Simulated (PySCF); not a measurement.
Job file and geometry (Å, from PBE0-D3(BJ)/def2-SVP) of an NMR shielding run on `CCC[C@H]1CSBS1`, C$_{5}$H$_{11}$BS$_{2}$, GIAO PBE0/pcSseg-1 NMR shielding, non-relativistic, gas phase in PySCF 2.14.0, density-fitted response routines; density fitting, a coarse starting grid and PySCF grid level 2 are the driver's defaults:

```
$ OMP_NUM_THREADS=1 python probes_run.py task.json out

{"job": {"kind": "nmr", "xc": "PBE0", "basis": "pcSseg-1"}, "charge": 0, "multiplicity": 1}
C     -2.590100     0.831562     0.714771
C     -1.511640     0.219706    -0.165401
C     -0.272212    -0.184230     0.623813
C      0.817167    -0.844600    -0.215243
C      1.495681     0.078295    -1.215143
S      2.741407     1.132505    -0.382319
B      3.180910    -0.095493     0.838595
S      2.124008    -1.533273     0.894439
H     -2.220266     1.733356     1.227893
H     -2.920971     0.123203     1.490919
H     -3.475049     1.121148     0.128460
H     -1.239011     0.938876    -0.956785
H     -1.915337    -0.665970    -0.687829
H     -0.563793    -0.885829     1.422802
H      0.157549     0.696651     1.132180
H      0.394168    -1.706649    -0.757598
H      2.022968    -0.501451    -1.987525
H      0.768793     0.734250    -1.716138
H      4.122623     0.040438     1.572074
```

Q: Write the output of this run.

A: 
```
coarse grid: 16584 points
cycle   1  E = -1017.7490440803  dE =  8.114e-01  |g| = 3.390e-01  |ddm| = 3.928e+00
cycle   2  E = -1017.7498788667  dE = -8.348e-04  |g| = 3.578e-01  |ddm| = 7.209e-01
cycle   3  E = -1017.7833270751  dE = -3.345e-02  |g| = 3.940e-02  |ddm| = 3.457e-01
cycle   4  E = -1017.7836313515  dE = -3.043e-04  |g| = 2.001e-02  |ddm| = 6.127e-02
cycle   5  E = -1017.7837222815  dE = -9.093e-05  |g| = 5.916e-03  |ddm| = 2.476e-02
cycle   6  E = -1017.7837314406  dE = -9.159e-06  |g| = 2.113e-03  |ddm| = 1.062e-02
final grid: 149832 points
cycle   7  E = -1017.8363949651  dE = -3.216e-05  |g| = 1.281e-02  |ddm| = 3.642e-02
cycle   8  E = -1017.8363552837  dE =  3.968e-05  |g| = 1.775e-02  |ddm| = 3.105e-02
cycle   9  E = -1017.8364363903  dE = -8.111e-05  |g| = 1.467e-03  |ddm| = 1.966e-02
cycle  10  E = -1017.8364369371  dE = -5.468e-07  |g| = 2.641e-04  |ddm| = 1.853e-03
cycle  11  E = -1017.8364369547  dE = -1.766e-08  |g| = 7.517e-05  |ddm| = 3.188e-04
cycle  12  E = -1017.8364369562  dE = -1.414e-09  |g| = 2.795e-05  |ddm| = 1.115e-04
cycle  13  E = -1017.8364369564  dE = -2.374e-10  |g| = 5.423e-06  |ddm| = 3.870e-05
converged SCF energy = -1017.8364369564

GIAO shielding tensors (ppm)
atom      isotropic    diamagn.    paramagn.     s11        s22        s33       span
  0 C      168.476     244.263     -75.787    157.284    161.640    186.504     29.220
  1 C      159.456     248.036     -88.580    147.197    159.703    171.468     24.272
  2 C      146.419     250.298    -103.879    113.329    146.549    179.381     66.052
  3 C      127.035     248.711    -121.676     92.088    131.491    157.527     65.439
  4 C      141.129     250.810    -109.681    102.584    158.192    162.612     60.028
  5 S      432.511    1057.167    -624.656    274.484    407.008    616.040    341.556
  6 B       40.249     198.831    -158.582     -7.201     16.321    111.627    118.828
  7 S      343.901    1057.897    -713.996    245.647    327.904    458.153    212.506
  8 H       30.426      28.658       1.768     25.923     29.104     36.250     10.327
  9 H       30.387      28.282       2.105     25.922     28.586     36.651     10.729
 10 H       30.061      26.889       3.172     25.316     27.052     37.815     12.498
 11 H       30.085      32.385      -2.300     24.063     32.164     34.029      9.966
 12 H       30.256      31.783      -1.527     25.082     30.358     35.327     10.245
 13 H       30.245      33.125      -2.880     24.008     32.207     34.520     10.512
 14 H       29.933      33.107      -3.175     25.139     31.092     33.568      8.430
 15 H       27.883      32.570      -4.687     23.965     26.561     33.124      9.159
 16 H       28.392      30.337      -1.945     21.998     26.970     36.209     14.211
 17 H       28.049      31.716      -3.667     22.316     27.757     34.074     11.758
 18 H       24.646      27.573      -2.927     23.988     24.556     25.393      1.405
```

Q: Turn these shieldings into chemical shifts. δ = σ(ref) − σ, references computed at the same level: TMS for 13C (σref 184.41), 1H (σref 31.27); 33S (σref 495.66) against CS2; 11B (σref 100.73) vs BF3·OEt2.

A: Averaging equivalent atoms: C 3: 57.4; C 4: 43.3; C 2: 38.0; C 1: 25.0; C 0: 15.9; S 7: 152; S 5: 63; B 6: 60.5; H 18: 6.62; H 15: 3.38; H 17: 3.22; H 16: 2.87; H 14: 1.33; H 11: 1.18; H 13: 1.02; H 12: 1.01; H 8/9/10: 0.98 ppm. 

Size and cost of the density-fitted run: 205 basis functions, 85 s wall time on 1 thread of an Arm Neoverse N1, shared host; peak memory 0.88 GiB.
